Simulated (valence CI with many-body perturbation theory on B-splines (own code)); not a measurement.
# Basis-set convergence for Gd⁴²⁺

Computed by valence CI with perturbative core correlation (CI+MBPT): four valence electrons over a frozen Dirac-Fock core [Ar], a basis of 7 s, 7 p, 8 d, 6 f, 4 g, 1 h functions for each j, with the one-electron correlation potential Σ1 (screened to all orders), the two-electron term Σ2, the three-electron term Σ3, Breit, model QED; selected single and double excitations, second order for the rest, scaled by the run's own slope (own B-spline code, finite nucleus).

The last digits are not significant, and no measured levels were compared; by estimate large intervals hold to a few tenths of a per cent, small ones and those within an open d or f shell to about a per cent. Only levels of the ground parity were solved; by the run's estimate the other parity begins above the list, which can be wrong where configurations are misplaced.

The reference run has the lowest level (3d3/2^4) J=0 and an ionisation energy of 3312.29 eV. Its largest variational space holds 17271 state functions.

Levels are named by their leading jj configuration (3d3/2^4 stands for four electrons in 3d with j = 3/2), which in mixed levels can hold well under half, so a name can repeat and another be missing. Letters in brackets count levels of one name in rising energy.

Changed runs:
A. basis 6 s, 6 p, 5 d, 5 f, 1 g
B. basis 5 s, 5 p, 4 d, 4 f

Excitation energies of the reference run in cm⁻¹, and shifts in cm⁻¹:

```tsv
Level	Reference	A	B
(3d3/2^3 3d5/2) J=1	233337	-240	-418
(3d3/2^3 3d5/2) J=4	315945	+21	+291
(3d3/2^3 3d5/2) J=2	321151	-137	+15
(3d3/2^3 3d5/2) J=3	347903	-56	+238
(3d3/2^2 3d5/2^2) J=0 [a]	526874	-224	-408
(3d3/2^2 3d5/2^2) J=2 [a]	542784	-120	+138
(3d3/2^2 3d5/2^2) J=4 [a]	545876	-205	-152
(3d3/2^2 3d5/2^2) J=3 [a]	560197	-203	-34
(3d3/2^2 3d5/2^2) J=5	588689	-63	+322
(3d3/2^2 3d5/2^2) J=6	608782	+26	+569
(3d3/2^2 3d5/2^2) J=1	612900	-61	+348
(3d3/2^2 3d5/2^2) J=4 [b]	642252	+61	+582
Ionisation energy (eV)	3312.29	-0.09	-0.14
```
